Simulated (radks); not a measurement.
The numbers below are computed, except where a source is named.
Ionisation ladder of palladium, from Pd XVII to Pd XXIX. Each ion is in the ground configuration listed by NIST, and IE = E(next ion) - E(this ion). Level of theory: Dirac Kohn-Sham, BLYP, spin-unpolarised, spherical densities, point nucleus; open shells are shared between the two j in proportion to 2j + 1 (a radial shooting solver on a logarithmic mesh with Libxc functionals).

species    configuration  E (hartree)  IE, Delta-SCF (eV)  -e(HOMO) (eV)   HOMO  IE, NIST (eV)       kind  error (eV)
Pd XVII    [Ar] 3d10 4s2  -4952.10708              432.72         419.16  4s1/2            427     theory        +5.7
Pd XVIII   [Ar] 3d10 4s1  -4936.20490              460.16         446.30  4s1/2          457.5  semi-emp.        +2.7
Pd XIX         [Ar] 3d10  -4919.29431              813.02         779.82  3d5/2            810     theory        +3.0
Pd XX           [Ar] 3d9  -4889.41654              875.79         841.70  3d5/2            869     theory        +6.8
Pd XXI          [Ar] 3d8  -4857.23182              940.18         905.20  3d5/2            933     theory        +7.2
Pd XXII         [Ar] 3d7  -4822.68066              1006.2         970.30  3d5/2           1000     theory        +6.2
Pd XXIII        [Ar] 3d6  -4785.70453              1073.7         1037.0  3d5/2           1065     theory        +8.7
Pd XXIV         [Ar] 3d5  -4746.24577              1142.8         1105.2  3d5/2           1145     theory        -2.2
Pd XXV          [Ar] 3d4  -4704.24764              1213.4         1175.0  3d5/2           1218     theory        -4.6
Pd XXVI         [Ar] 3d3  -4659.65440              1285.5         1246.2  3d5/2           1290     theory        -4.5
Pd XXVII        [Ar] 3d2  -4612.41137              1359.1         1319.0  3d5/2           1366     theory        -6.9
Pd XXVIII       [Ar] 3d1  -4562.46506              1434.1         1393.1  3d5/2           1438     theory        -3.9
Pd XXIX             [Ar]  -4509.76338              1660.1         1613.7  3p3/2           1644  semi-emp.       +16.1

Reference values: NIST Atomic Spectra Database (exp. = measured, semi-emp. = semi-empirical, theory = theoretical value adopted there). The ionisation energy per charge of the ion left behind rises most, in proportion, at Pd XIX ([Ar] 3d10), from 25.564 to 42.790 eV. Spin polarisation and multiplet splitting are left out, so open shells lie too high by an amount that depends on their filling. Sharing an open shell by 2j + 1 raises it above the true ground level by a part of the spin-orbit splitting, which enters the differences from NIST.

Beside tabulated values, note that spin-unpolarised runs miss the spin-polarisation part of the exchange energy of open shells.
